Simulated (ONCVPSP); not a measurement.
## hafnium (Hf): variants of one ONCV potential

Base potential:

- Element: Hf
- Generator: ONCVPSP 4.0.1
- Type: optimised norm-conserving Vanderbilt (ONCV)
- Functional: revPBE
- Relativity: scalar-relativistic
- Frozen core: [Kr] 4d10 4f14
- Valence charge: 12
- Reference configuration: 5s2 5p6 5d2 6s2
- Partial waves: 5s+6s: rc 2.10 bohr, ncon 5, nbas 9, qcut 4.5 1/bohr, 2 projectors; 5p: rc 2.10 bohr, ncon 4, nbas 7, qcut 6.8 1/bohr, 3 projectors, debl 3.1 Ha; 5d: rc 2.10 bohr, ncon 3, nbas 7, qcut 6.3 1/bohr, local
- Local potential: the d channel
- Core correction: none

Cutoffs, loose and tight: the cutoffs (Ha) at which the residual kinetic energy of the hardest occupied pseudo-wave falls to 1 and 0.1 mHa per electron. They do not see the model core or the augmentation charge, which bear on the density cutoff. Test errors are all-electron minus pseudo excitation energies from the reference, over the configurations 5s2 5p6 5d2 6s1; 5s2 5p6 5d2 6s0; 5s2 5p6 5d1 6s0; 5s2 5p6 5d2 6s0 6p1. A dash means not determined; rows that change the core or the reference have their own tests. The largest error is taken over the tests solved by every variant that gives reliable tests at all: 5s2 5p6 5d2 6s0; 5s2 5p6 5d2 6s0 6p1; 5s2 5p6 5d2 6s1.

| change | outcome | cutoff, loose | cutoff, tight | bound ghosts | GHOST(+) flags above zero | largest test error (meV) |
| --- | --- | --- | --- | --- | --- | --- |
| base | generated | 12 Ha | 42 Ha | none | s | +13 |
| all radii scaled by about 0.77 (s 1.62, p 1.62, d 1.62 bohr) | generated | 77 Ha | 90 Ha | none | none | +17 |
| all radii scaled by about 0.85 (s 1.78, p 1.78, d 1.78 bohr) | generated | 58 Ha | 72 Ha | none | none | +15 |
| all radii scaled by about 0.92 (s 1.94, p 1.94, d 1.94 bohr) | generated | 19 Ha | 57 Ha | none | s | +14 |
| all radii scaled by about 1.19 (s 2.50, p 2.50, d 2.50 bohr) | generated | 11 Ha | 14 Ha | none | none | +11 |
| all radii scaled by about 1.32 (s 2.78, p 2.78, d 2.78 bohr) | generated, projector energies reset by the program | 11 Ha | 13 Ha | none | none | +8.8 |

Question: What comes out with this change to the base: all radii scaled by about 1.11 (s 2.34, p 2.34, d 2.34 bohr)?

Answer: outcome: generated; cutoff, loose: 12 Ha; cutoff, tight: 14 Ha; bound ghosts: none; GHOST(+) flags above zero: none; largest test error (meV): +12.

Question: What comes out with this change to the base: all radii scaled by about 1.24 (s 2.60, p 2.60, d 2.60 bohr)?

Answer: outcome: generated; cutoff, loose: 11 Ha; cutoff, tight: 13 Ha; bound ghosts: none; GHOST(+) flags above zero: none; largest test error (meV): +10.

Question: What comes out with this change to the base: all radii scaled by about 1.04 (s 2.18, p 2.18, d 2.18 bohr)?

Answer: outcome: generated; cutoff, loose: 12 Ha; cutoff, tight: 25 Ha; bound ghosts: none; GHOST(+) flags above zero: none; largest test error (meV): +12.

Reading the sweep of the scale of all radii (base = 1) (base included, trends over the rows without a ghost): The loose cutoff falls from 77 Ha at 0.77 to 11 Ha at 1.32. A larger radius leaves more room for a smooth pseudo-wave, so fewer plane waves are needed; a smaller one forces it to follow the all-electron wave where it bends sharply.
